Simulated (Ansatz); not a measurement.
## A family of molecules: the HOMO–LUMO gap

One atom is swapped for its congeners: CHBrF `F[CH]Br`; CHBrCl `Cl[CH]Br`; CHBr2 `Br[CH]Br`; CHBrI `Br[CH]I`. All are doublets with charge 0.

Shapes, held fixed at every level: PBE0-D4/def2-TZVP. Programs: Ansatz 0.2.0. Values in eV.

```csv
level,CHBrF,CHBrCl,CHBr2,CHBrI
SPW92/def2-TZVPP,1.40,1.15,1.12,1.06
PBE-D4/def2-TZVPP,1.90,1.60,1.55,1.46
B3LYP-D4/def2-TZVPP,3.88,3.45,3.36,3.21
BHLYP-D4/def2-TZVPP,7.11,6.48,6.33,6.06
r2SCAN0-D4/def2-TZVPP,5.49,4.89,4.78,4.56
wB97X-V/def2-TZVPP,8.99,8.41,8.26,8.01
```

At wB97X-V/def2-TZVPP the HOMO–LUMO gap falls at every step, from 8.99 to 8.01 eV. Every level shows the same order. Open shells run unrestricted unless RO is named. For atoms past krypton def2 sets carry core potentials with scalar relativity. Relativity is left out for Br unless named. Orbital gaps aren't excitation energies, and the LUMO depends on the basis.
